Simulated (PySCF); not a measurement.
SMILES C=C[SiH2]CC=C (C5H10Si), GFN2-xTB optimised geometry.

```
16

C      1.13    -0.58     0.00
C     -0.19    -0.58     0.00
C     -1.05     0.63     0.00
Si    -2.16     0.76    -1.55
C     -1.17     0.99    -3.13
C      0.14     0.85    -3.26
H      1.69     0.33     0.02
H      1.70    -1.50    -0.01
H     -0.73    -1.52    -0.01
H     -0.42     1.52     0.09
H     -1.70     0.61     0.87
H     -2.98    -0.46    -1.65
H     -3.05     1.92    -1.37
H     -1.75     1.25    -4.02
H      0.65     0.99    -4.20
H      0.76     0.58    -2.42
```

Density from PySCF 2.14.0 with CAM-B3LYP/def2-TZVP at that geometry.

Minimum of the electron density along straight lines between bonded atoms, close to the bond critical point (lines longer than 1.1 times the sum of covalent radii, or with two minima, are not listed):

```
bond     length / Å  ρ at the minimum / e bohr⁻³  ∇²ρ there / e bohr⁻⁵  position (fraction from the first atom)
-------  ----------  ---------------------------  --------------------  ---------------------------------------
C1–C2         1.321                        0.362                 -1.13                                     0.49
C2–C3         1.487                        0.265                 -0.70                                     0.51
C3–Si4        1.913                        0.116                  0.13                                     0.61
Si4–C5        1.883                        0.121                  0.17                                     0.39
C5–C6         1.324                        0.358                 -1.11                                     0.50
C1–H7         1.079                        0.286                 -1.02                                     0.64
C1–H8         1.077                        0.288                 -1.03                                     0.64
C2–H9         1.083                        0.288                 -1.03                                     0.65
C3–H10        1.091                        0.276                 -0.93                                     0.64
C3–H11        1.092                        0.273                 -0.91                                     0.64
Si4–H12       1.471                        0.124                  0.17                                     0.49
Si4–H13       1.471                        0.124                  0.17                                     0.49
C5–H14        1.085                        0.282                 -0.99                                     0.64
C6–H15        1.080                        0.288                 -1.04                                     0.65
C6–H16        1.078                        0.291                 -1.06                                     0.65
```
